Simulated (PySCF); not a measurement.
# Worked example: chemical shift, span and skew from a shielding tensor

Se(F)(NH2) (FH2NSe), SMILES N[Se]F. Atoms are numbered in the order given.

```xyz
5

Se     0.4011     0.0398     0.0000
F     -0.8268     1.3290     0.0000
N     -0.5779    -1.4288     0.0000
H     -1.0762    -1.6567     0.8465
H     -1.0762    -1.6567    -0.8465
```

The structure is a stationary point at PBE0-D3(BJ)/def2-TZVP. Other conformers were not sampled.

GIAO shieldings from HF/pcSseg-2 (PySCF), non-relativistic, no solvent. The symmetric part of the tensor of F2 has the principal values 202.4, 384.4, 906.1 ppm. The same nucleus in CFCl3 has σ = 237.3 ppm at this level (PySCF, at its B3LYP-D3(BJ)/def2-TZVP geometry).

Q: Work out the isotropic shielding, the ¹⁹F shift against CFCl3, the span and the skew.

A: 
σ(iso) = (σ11 + σ22 + σ33)/3 = 497.6 ppm. δ = σ(ref) − σ(iso) = 237.3 − (497.6) = -260.3 ppm.
Span Ω = σ33 − σ11 = 703.7 ppm. Skew κ = 3(σ(iso) − σ22)/Ω = 0.48. Tumbling in solution averages the tensor to δ; in a static solid the shielding alone would spread this spin-1/2 line over Ω.
